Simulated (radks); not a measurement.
Values are calculated unless marked as measured or tabulated.
All-electron atom: Ta+ in [Xe] 4f14 5d3 6s1. Level of theory: scalar-relativistic Kohn-Sham, SCAN, spin-polarised, spherical densities, finite nucleus; open shells are filled with parallel spins first (spin-orbit coupling, left out, can overturn this in heavy ions); meta-GGA in the generalised Kohn-Sham scheme; Fermi nuclear charge, rms radius 5.3507 fm (a radial shooting solver on a logarithmic mesh with Libxc functionals).

Local quantities along the radius. ELF = 1/(1 + alpha^2) is the electron localisation function; alpha = (tau - tau_W)/tau_unif compares the Pauli kinetic energy density with that of the uniform gas (summed over spins); s = |grad rho|/(2 (3 pi^2)^(1/3) rho^(4/3)) is the reduced gradient; -r V(r) is the screened charge that the Kohn-Sham potential of spin up presents (atomic units); 4 pi r^2 rho is in e/bohr. tau is taken from the large components.

| r (bohr) | ELF | alpha | s | -r V(r) | 4 pi r^2 rho |
|---|---|---|---|---|---|
| 0.0009413 | 0.999 | 0.02319 | 0.9053 | 72.64 | 6.594 |
| 0.001286 | 0.999 | 0.02461 | 0.7778 | 72.48 | 10.64 |
| 0.001743 | 0.999 | 0.02702 | 0.6889 | 72.28 | 16.64 |
| 0.002381 | 0.999 | 0.03118 | 0.6275 | 71.99 | 25.69 |
| 0.003253 | 0.999 | 0.03824 | 0.5916 | 71.60 | 38.31 |
| 0.004444 | 0.997 | 0.05068 | 0.5787 | 71.08 | 54.52 |
| 0.006071 | 0.995 | 0.07425 | 0.5885 | 70.38 | 72.85 |
| 0.008294 | 0.985 | 0.1234 | 0.6215 | 69.45 | 89.53 |
| 0.01124 | 0.948 | 0.2336 | 0.6736 | 68.29 | 98.87 |
| 0.01536 | 0.792 | 0.5122 | 0.7241 | 66.82 | 97.62 |
| 0.02098 | 0.459 | 1.086 | 0.6770 | 64.64 | 89.93 |
| 0.02866 | 0.335 | 1.409 | 0.4418 | 62.12 | 90.99 |
| 0.03915 | 0.544 | 0.9154 | 0.2811 | 59.06 | 111.5 |
| 0.05349 | 0.739 | 0.5944 | 0.3486 | 55.36 | 133.0 |
| 0.07249 | 0.629 | 0.7674 | 0.4749 | 50.77 | 124.0 |
| 0.09904 | 0.348 | 1.368 | 0.3838 | 45.76 | 103.0 |
| 0.1353 | 0.547 | 0.9100 | 0.2109 | 40.06 | 115.1 |
| 0.1848 | 0.723 | 0.6188 | 0.3854 | 34.09 | 115.2 |
| 0.2525 | 0.354 | 1.352 | 0.5182 | 27.69 | 71.56 |
| 0.345 | 0.425 | 1.164 | 0.1596 | 21.04 | 65.32 |
| 0.4675 | 0.715 | 0.6318 | 0.3082 | 15.81 | 71.61 |
| 0.6387 | 0.520 | 0.9603 | 0.5503 | 10.62 | 42.57 |
| 0.8726 | 0.354 | 1.351 | 0.5325 | 7.364 | 21.25 |
| 1.192 | 0.554 | 0.8972 | 0.5676 | 4.932 | 13.00 |
| 1.629 | 0.495 | 1.011 | 0.8471 | 3.351 | 6.232 |
| 2.207 | 0.365 | 1.320 | 1.034 | 2.622 | 2.524 |
| 3.015 | 0.410 | 1.199 | 1.301 | 2.038 | 1.042 |
| 4.119 | 0.307 | 1.503 | 2.496 | 1.568 | 0.3029 |
| 5.628 | 0.052 | 4.262 | 6.635 | 1.261 | 0.03701 |
| 7.689 | 0.001 | 30.40 | 25.04 | 1.111 | 0.001397 |

On this mesh the ELF has minima near r = 0.029, 0.099, 0.29, 0.87 bohr, which separate the shells, and maxima near 0.053 (0.74), 0.18 (0.72), 0.47 (0.71), 1.4 (0.58), 3.0 (0.41).

Self-consistent cycle (total energy in hartree, residual of the potential): 1: -15590.03247, 1e+01; 2: -15601.72434, 4e+00; 3: -15604.07399, 1e+00; 4: -15604.22222, 1e+00; 5: -15604.40852, 2e-01; 6: -15604.41843, 5e-02; 7: -15604.41957, 1e-02; 8: -15604.41993, 9e-04; 9: -15604.41990, 1e-04; 10: -15604.41990, 6e-05; 11: -15604.41990, 4e-06.
